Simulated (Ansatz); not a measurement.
Geometry optimisation of C2H6ClInO (`CO[CH](Cl)[InH2]`).

```yaml
crystal:
  periodic: [false, false, false]
  atoms:
    - {symbol: C, position_ang: [-1.235520, 0.795390, 0.939540]}
    - {symbol: O, position_ang: [-1.211110, -0.305730, 0.070700]}
    - {symbol: C, position_ang: [0.021820, -0.954290, 0.095600]}
    - {symbol: Cl, position_ang: [0.097780, -1.982570, -1.384880]}
    - {symbol: In, position_ang: [1.635200, 0.120100, -0.981150]}
    - {symbol: H, position_ang: [-0.418260, 1.501070, 0.690170]}
    - {symbol: H, position_ang: [-1.118150, 0.480420, 1.984250]}
    - {symbol: H, position_ang: [-2.200810, 1.279830, 0.806710]}
    - {symbol: H, position_ang: [0.097700, -1.644900, 0.946240]}
    - {symbol: H, position_ang: [3.205890, -0.574270, -1.036230]}
    - {symbol: H, position_ang: [1.125470, 1.284960, -2.130950]}
basis:
  gaussian: {orbitals: def2-TZVP}
hamiltonian: {xc: pbe0, dispersion: d4}
relax: {f_tol: 0.005, max_steps: 150}
```

```sh
$ ansatz run in.yaml --threads 4 --pin off --events-out ev --progress --plain --max-ram 10444MiB
```

Shortened log:

```
Functional definition: PBE0
mean field -21906.77106215 eV, -805.0589875913 hartree, gradient 3.9e-5 eV, S^2 0.000000; 0 other end points of the search recorded, 0 dependent functions left out
relax step   1: F+E_penalty+E_count = -21906.99367584 eV  Δ(F+E_penalty+E_count) = +0.000e0 eV  max|allowed force component| = 7.677e-1 eV/Å  Δτ_max = 0.0000 Å  (30 SCF iters, accepted)
mean field -21906.90752203 eV, -805.0640023994 hartree, gradient 8.1e-6 eV, S^2 0.000000; 0 other end points of the search recorded, 0 dependent functions left out
relax step   2: F+E_penalty+E_count = -21907.12750149 eV  Δ(F+E_penalty+E_count) = -1.338e-1 eV  max|allowed force component| = 3.888e-1 eV/Å  Δτ_max = 0.1944 Å  (38 SCF iters, accepted)
mean field -21906.93261952 eV, -805.0649247152 hartree, gradient 1.0e-5 eV, S^2 0.000000; 0 other end points of the search recorded, 0 dependent functions left out
relax step   3: F+E_penalty+E_count = -21907.15255937 eV  Δ(F+E_penalty+E_count) = -2.506e-2 eV  max|allowed force component| = 1.838e-1 eV/Å  Δτ_max = 0.0620 Å  (33 SCF iters, accepted)
mean field -21906.93948611 eV, -805.0651770575 hartree, gradient 9.2e-6 eV, S^2 0.000000; 0 other end points of the search recorded, 0 dependent functions left out
relax step   4: F+E_penalty+E_count = -21907.15912191 eV  Δ(F+E_penalty+E_count) = -6.563e-3 eV  max|allowed force component| = 1.032e-1 eV/Å  Δτ_max = 0.0444 Å  (33 SCF iters, accepted)
mean field -21906.94357188 eV, -805.0653272071 hartree, gradient 8.7e-6 eV, S^2 0.000000; 0 other end points of the search recorded, 0 dependent functions left out
relax step   5: F+E_penalty+E_count = -21907.16318525 eV  Δ(F+E_penalty+E_count) = -4.063e-3 eV  max|allowed force component| = 7.542e-2 eV/Å  Δτ_max = 0.0661 Å  (31 SCF iters, accepted)
mean field -21906.94590267 eV, -805.0654128617 hartree, gradient 8.6e-6 eV, S^2 0.000000; 0 other end points of the search recorded, 0 dependent functions left out
relax step   6: F+E_penalty+E_count = -21907.16490369 eV  Δ(F+E_penalty+E_count) = -1.718e-3 eV  max|allowed force component| = 3.408e-2 eV/Å  Δτ_max = 0.0556 Å  (32 SCF iters, accepted)
mean field -21906.94650245 eV, -805.0654349034 hartree, gradient 8.2e-6 eV, S^2 0.000000; 0 other end points of the search recorded, 0 dependent functions left out
relax step   7: F+E_penalty+E_count = -21907.16534659 eV  Δ(F+E_penalty+E_count) = -4.429e-4 eV  max|allowed force component| = 1.404e-2 eV/Å  Δτ_max = 0.0211 Å  (32 SCF iters, accepted)
mean field -21906.94729137 eV, -805.0654638956 hartree, gradient 8.0e-6 eV, S^2 0.000000; 0 other end points of the search recorded, 0 dependent functions left out
relax step   8: F+E_penalty+E_count = -21907.16571173 eV  Δ(F+E_penalty+E_count) = -3.651e-4 eV  max|allowed force component| = 2.959e-2 eV/Å  Δτ_max = 0.0537 Å  (33 SCF iters, accepted)
mean field -21906.94756885 eV, -805.0654740929 hartree, gradient 7.9e-6 eV, S^2 0.000000; 0 other end points of the search recorded, 0 dependent functions left out
relax step   9: F+E_penalty+E_count = -21907.16582117 eV  Δ(F+E_penalty+E_count) = -1.094e-4 eV  max|allowed force component| = 1.672e-2 eV/Å  Δτ_max = 0.0269 Å  (33 SCF iters, accepted)
mean field -21906.94757569 eV, -805.0654743443 hartree, gradient 8.2e-6 eV, S^2 0.000000; 0 other end points of the search recorded, 0 dependent functions left out
relax step  10: F+E_penalty+E_count = -21907.16590190 eV  Δ(F+E_penalty+E_count) = -8.074e-5 eV  max|allowed force component| = 1.395e-2 eV/Å  Δτ_max = 0.0085 Å  (33 SCF iters, accepted)
mean field -21906.94766867 eV, -805.0654777610 hartree, gradient 8.0e-6 eV, S^2 0.000000; 0 other end points of the search recorded, 0 dependent functions left out
relax step  11: F+E_penalty+E_count = -21907.16596391 eV  Δ(F+E_penalty+E_count) = -6.200e-5 eV  max|allowed force component| = 7.433e-3 eV/Å  Δτ_max = 0.0082 Å  (34 SCF iters, accepted)
mean field -21906.94770620 eV, -805.0654791403 hartree, gradient 8.0e-6 eV, S^2 0.000000; 0 other end points of the search recorded, 0 dependent functions left out
relax step  12: F+E_penalty+E_count = -21907.16597308 eV  Δ(F+E_penalty+E_count) = -9.178e-6 eV  max|allowed force component| = 3.190e-3 eV/Å  Δτ_max = 0.0025 Å  (34 SCF iters, accepted)
mean field -21906.94770620 eV, -805.0654791403 hartree, gradient 8.0e-6 eV, S^2 0.000000; 1 other end points of the search recorded, 0 dependent functions left out
Total energy: -21907.16601897 eV, -805.0735019867 hartree
Atom 0 at    -1.222248     0.763013     0.952106 Å, force     0.000363    -0.000051    -0.000983 eV/Å
Atom 1 at    -1.248841    -0.276639     0.011846 Å, force     0.001868     0.001015     0.003190 eV/Å
Atom 2 at    -0.020049    -0.917089    -0.067626 Å, force     0.000636     0.000686    -0.001594 eV/Å
Atom 3 at    -0.170909    -2.201071    -1.331499 Å, force    -0.000868    -0.001676    -0.001790 eV/Å
Atom 4 at     1.655387     0.111297    -1.057698 Å, force     0.001350     0.000402     0.002656 eV/Å
Atom 5 at    -0.481345     1.530121     0.677147 Å, force    -0.001572    -0.000159     0.000308 eV/Å
Atom 6 at    -0.984772     0.395837     1.959498 Å, force    -0.000969    -0.000216    -0.000617 eV/Å
Atom 7 at    -2.213277     1.214505     0.960583 Å, force    -0.000072    -0.000015    -0.000043 eV/Å
Atom 8 at     0.204753    -1.457138     0.858917 Å, force     0.000022     0.001450     0.000063 eV/Å
Atom 9 at     3.240597    -0.486713    -0.759880 Å, force     0.000328    -0.000919    -0.000931 eV/Å
Atom 10 at     1.240716     1.323886    -2.203394 Å, force    -0.001086    -0.000517    -0.000258 eV/Å
Dipole moment:     0.104497     0.322553     0.426648 e Å
```

Run time 55 s (4 threads of an Arm Neoverse V2 on a shared host); peak host memory 0.68 GiB.
